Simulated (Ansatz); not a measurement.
Cl$_{3}$HfI (`[Cl][Hf]([Cl])([Cl])[I]`). Total charge 0; spin multiplicity 1. Correlated methods include outer-core shells of Hf, I, which these sets cover unevenly. Hf, I takes the def2 core potential.

Cartesian coordinates in Å:
```
Cl -0.748 -1.764 -1.343
Hf 0.005 0.016 -0.068
Cl 2.216 0.455 -0.598
Cl -1.278 1.886 -0.531
I -0.195 -0.593 2.540
```

Give the diagnostics of a CCSD(T)/def2-TZVPP run (frozen core, Ansatz 0.2.0). (Estimate.)

Computed: T1 = 0.0133, largest single amplitude 0.028, largest double 0.023, (T) share of the correlation energy 3.8 %, 10 CCSD cycles. The RHF solution is stable towards an unrestricted one. T1 lies under the customary mark of 0.02 for closed shells.
